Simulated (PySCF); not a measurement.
Computed with CAM-B3LYP-D3(BJ)/def2-TZVP in PySCF. Isolated molecules, 0 K electronic values unless said otherwise. One relaxed conformer stands for a flexible species; it need not be the lowest. Delta-SCF ions had no search for a lower state. Excitations are Tamm–Dancoff values on a coarser integration grid. The basis has no diffuse functions, so Rydberg states are missing or too high.

Reference species (SMILES): `C(/C=B)=N/[H]` (neutral, multiplicity 1).

```
Property                                        Value
-------------------------------------------  --------
LUMO                                         -1.04 eV
vertical ionisation energy (Delta-SCF)        9.17 eV
brightest of the four lowest singlets (TDA)   6.24 eV
S1–T1 gap (TDA)                               0.38 eV
```

Changed species: `C=C=NB`.

Problem. What does the change do to the LUMO, vertical ionisation energy (Delta-SCF), brightest of the four lowest singlets (TDA) and S1–T1 gap (TDA)?

Solution. the LUMO goes up by 0.87 eV, to -0.17 eV; the vertical ionisation energy (Delta-SCF) stays essentially unchanged; the brightest of the four lowest singlets (TDA) falls by 0.41 eV, to 5.83 eV; the S1–T1 gap (TDA) goes up by 0.52 eV, to 0.90 eV.
